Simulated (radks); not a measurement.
Results of a calculation; reference values are marked as such.
All-electron atom: Yb in [Xe] 4f14 6s1 6f1 (not the ground configuration). Code: a radial shooting solver on a logarithmic mesh with Libxc functionals. Model: Dirac Kohn-Sham, PBE, spin-unpolarised, spherical densities, finite nucleus; open shells fill j = l - 1/2 first; Fermi nuclear charge, rms radius 5.3108 fm.

Normalised radial functions P(r) = r R(r) (large component), r in bohr:

```
   r/bohr * 5s1/2, o 6f5/2 (the largest magnitude, 1.06, reaches the edge; | marks zero, & curves that meet)
 0.001256                             o *
 0.001509                             o *
 0.001814                             o *
  0.00218                             o *
 0.002642                             o  *
 0.003176                             o  *
 0.003817                             o  *
 0.004588                             o   *
  0.00556                             o   *
 0.006683                             o   *
 0.008033                             o   *
 0.009656                             o   *
   0.0117                             o   *
  0.01406                             o  *
   0.0169                             o  *
  0.02032                             o*
  0.02462                             &
  0.02959                           * o
  0.03557                         *   o
  0.04276                       *     o
  0.05139                      *      o
  0.06227                       *     o
  0.07485                         *   o
  0.08998                            *o
   0.1082                             o  *
    0.131                             o       *
   0.1575                             o         *
   0.1893                             o       *
   0.2276                             o  *
   0.2758                        *    o
   0.3315                 *           o
   0.3984               *             o
   0.4789                   *         o
   0.5803                             &
   0.6975                             o           *
   0.8384                             o                     *
    1.008                             o                          *
    1.221                             o                         *
    1.468                             o                    *
    1.764                             o             *
    2.121                             o       *
    2.549                             o   *
    3.089                            o|*
    3.713                            o*
    4.463                            o*
    5.364                           o *
      6.5                          o  *
    7.813                          o  *
    9.391                         o   *
    11.29                         o   *
    13.68                          o  *
    16.44                           o *
    19.76                             *o
    23.75                             *  o
    28.78                             *     o
     34.6                             *     o
    41.59                             *  o
    49.99                             *o
    60.57                             &
     72.8                             &
    87.51                             &
```

5s1/2: eigenvalue -60.387 eV, 4 radial nodes at r = 0.0236, 0.0940, 0.245, 0.579 bohr, <r> = 1.21 bohr, 90 % of the charge inside 1.75 bohr. 6f5/2: eigenvalue -0.367 eV, 2 radial nodes at r = 1.43, 18.8 bohr, <r> = 28.7 bohr, 90 % of the charge inside 39.6 bohr.
